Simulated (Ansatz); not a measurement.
Input file for Ansatz (a program for electronic structure): U-wB97X-V/def2-TZVPP on MgB, 2S+1 = 4, a spin state set in the input, which need not be the lowest, a point of a bond scan (R = 2.104 Å).

Ansatz 0.2 input:
```yaml
crystal:
  periodic: [false, false, false]
  atoms:
    - {symbol: B, position_ang: [0.00000000, 0.00000000, 0.00000000]}
    - {symbol: Mg, position_ang: [0.00000000, 0.00000000, 2.10409200]}
basis:
  gaussian:
    orbitals: def2-TZVPP
    pivot_positions_ang: [[0.00000000, 0.00000000, 0.00000000], [0.00000000, 0.00000000, 2.10409200]]
hamiltonian:
  xc: {name: wB97X-V}
magnetization: {spin_polarized: true, initial_magnetization: 3}
output: {forces: true, orbitals: {seedname: ./end}}
```

Output:

```
WARN ansatz: RAYON_NUM_THREADS=2 ignored (pool sized by the plan → 2); use --threads N
Functional definition: wB97X-V
integrals: 0.02 GiB planned
457 factors; their error is unknown
integrals: 0.05 GiB planned
141 factors; integrals over basis functions are off by at most 2.7e-5 eV
mean field: 0.26 GiB planned
mean field evaluation 1: about -6112.4105 eV, gradient 9.6e0 eV
mean field evaluation 2: about -6113.0556 eV, gradient 5.9e0 eV
mean field evaluation 4: about -6113.3439 eV, gradient 3.8e-1 eV
mean field evaluation 8: about -6113.3670 eV, gradient 5.0e-2 eV
mean field evaluation 16: about -6113.3673 eV, gradient 5.5e-4 eV
mean field evaluation 32: about -6113.4595 eV, gradient 5.6e-2 eV
mean field evaluation 64: about -6113.3673 eV, gradient 2.3e-6 eV
mean field -6113.46024509 eV, -224.6655201550 hartree, gradient 8.1e-9 eV, S^2 3.753575; 4 other end points of the search recorded, 0 dependent functions left out
the calculation of the forces begins
reference -6113.46024715 eV, -224.6655202306 hartree; 10, 7 occupied and 53, 56 virtual orbitals, 457 factors
Total energy: -6113.46024715 eV, -224.6655202306 hartree
Atom 0 at     0.000000     0.000000     0.000000 Å, force     0.000000    -0.000000    -1.405349 eV/Å
Atom 1 at     0.000000     0.000000     2.104092 Å, force    -0.000000    -0.000000     1.405349 eV/Å
Dipole moment:    -0.000000     0.000000     0.315532 e Å
```

The run converged.

Cost: around 24 core-seconds (rough).
